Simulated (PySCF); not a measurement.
## Working out the ionisation energy of Ge⁺

Ge⁺ [Ar] 3d10 4s2 4p1 (2P) → Ge²⁺ [Ar] 3d10 4s2 (1S). Calculation: PySCF 2.14, in x2c-QZVPPall (11s8p5d4f1g, 97 functions); scalar relativity by spin-free X2C-1e. Frozen: [Ar] 3d10. Energies in hartree (1 hartree = 27.21139 eV):

```json
{"part": "UHF", "Ge⁺ (lower)": "-2096.844654", "Ge²⁺ (upper)": "-2096.283985"}
{"part": "CCSD correlation", "Ge⁺ (lower)": "-0.052262", "Ge²⁺ (upper)": "-0.040320"}
{"part": "(T)", "Ge⁺ (lower)": "-0.000852", "Ge²⁺ (upper)": "0.000000"}
```

Q: What does Hartree-Fock give?

A: (-2096.283985) − (-2096.844654) = 0.560669 hartree = 15.257 eV.

Q: What do CCSD and CCSD(T) give?

A: The CCSD correlation energies differ by 0.011942 hartree = 0.325 eV and the triples by 0.000852 hartree = 0.023 eV, so CCSD gives 15.582 eV and CCSD(T) 15.605 eV.

Measured between the centres of the two terms (NIST): 15.789 eV, so CCSD(T) (valence) is off by -0.184 eV.

What remains against the reference includes basis incompleteness, the frozen core and higher excitations.
